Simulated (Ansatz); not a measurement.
Ti₃H⁺. The state is a singlet with charge 1. Geometry r2SCAN-D4/def2-TZVP; atoms count from 1.

```xyz
4

Ti    0.2942   -0.1547   -1.2295
Ti   -0.4479   -1.7196    0.3649
Ti   -0.2083    0.4832    1.1599
H     0.3620    1.3911   -0.2954
```

The restricted singlet is unstable towards broken spin symmetry at other levels; at PBE0-D4/def2-TZVP this wasn't settled. The geometry of the singlet was relaxed on an unsound state (restricted singlet, unstable towards broken spin symmetry at other levels and untested here). At PBE0-D4/def2-TZVP a triplet of charge 1 lies 1.68 eV below the restricted singlet, each at its own geometry. That triplet is doubtful there (⟨S²⟩ 4.45, where a pure state has 2.00). The structure comes from a short search, and lower isomers may exist.

Question: Estimate the Mulliken populations from the PBE0/def2-TZVP orbitals of Ansatz.

Answer: 
```
atom  charge (e)  d electrons
 Ti1        0.38         2.66
 Ti2        0.31         2.63
 Ti3        0.38         2.66
  H4       -0.08            –
```
Mulliken values and Mayer orders depend strongly on the basis.

Question: And the Mayer bond orders between bonded heavy atoms (over 0.3)?

Answer: Ti1–Ti2 2.23 (2.35 Å); Ti1–Ti3 1.60 (2.52 Å); Ti2–Ti3 2.23 (2.35 Å).
